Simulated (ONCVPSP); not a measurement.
# Before and after: ONCV potential for Mo (Z = 42)

```
Element                 : molybdenum
Generator               : ONCVPSP 4.0.1
Type                    : optimised norm-conserving Vanderbilt (ONCV)
Functional              : PBE
Relativity              : scalar-relativistic
Frozen core             : [Ar] 3d10
Valence charge          : 14
Reference configuration : 4s2 4p6 4d4 (charge +2)
Partial waves           : 4s: rc 1.85 bohr, ncon 4, nbas 8, qcut 7 1/bohr, 2 projectors, debl 2.4 Ha; 4p: rc 2.00 bohr, ncon 4, nbas 8, qcut 5.6 1/bohr, 1 projector; 4d: rc 1.75 bohr, ncon 4, nbas 8, qcut 6 1/bohr, 2 projectors, debl 2.7 Ha
Local potential         : polynomial inside 1.60 bohr (lpopt 1, dvloc0 4 Ha)
Core correction         : Teter function, fcfact 3.25, rcfact 1.55
```

In the s channel the program set the typed energies aside and used -3.041, 0.050 Ha.

Change: s: rc 2.14.

Cutoffs: the cutoffs (Ha) at which the residual kinetic energy of the hardest occupied pseudo-wave falls to 1 and 0.1 mHa per electron; they do not see the model core or the augmentation charge, which bear on the density cutoff. Errors are all-electron minus pseudo energies relative to the spin-unpolarised reference configuration.

**Question.** How do hardness, ghosts and transferability respond?

**Answer.** The potential gets neither clearly harder nor softer (17 Ha and 48 Ha → 17 Ha and 48 Ha); the d channel sets the loose cutoff, while the largest relative change is in s, which becomes softer; of the 4 tests that both files solve, the error grows in 2 and shrinks in 0 by more than 15 % and 0.3 meV (median size 1.7 → 3.5 meV); neither file shows a bound ghost.

```csv
quantity,base,changed
"cutoff, loose",17 Ha,17 Ha
"cutoff, tight",48 Ha,48 Ha
loose cutoff by channel,"s 16 Ha, p 12 Ha, d 17 Ha","s 13 Ha, p 12 Ha, d 17 Ha"
bound ghosts,none,none
GHOST(+) flags under 300 eV,none,none
"error for 4s2 4p6 4d5 5s1, meV [ΔE -22.35 eV]",+2.2,+4.4
"error for 4s2 4p6 4d5, meV [ΔE -15.46 eV]",+0.5,+0.6
"error for 4s2 4p6 4d3, meV [ΔE 26.74 eV]",+3.9,+4.3
"error for 4s2 4p6 4d5.5 5s0.5, meV [ΔE -22.07 eV]",+1.2,+2.6
p: phases at 2.03 bohr within 0.05 rad from the reference energy up to (Ha; the scan ends near 5),0.2,0.2
d: phases at 1.77 bohr within 0.05 rad from the reference energy up to (Ha; the scan ends near 5),to the end of the scan,to the end of the scan
"rms error of d²Exc/dni dnj with the model core, mHa",2.74,2.95
```
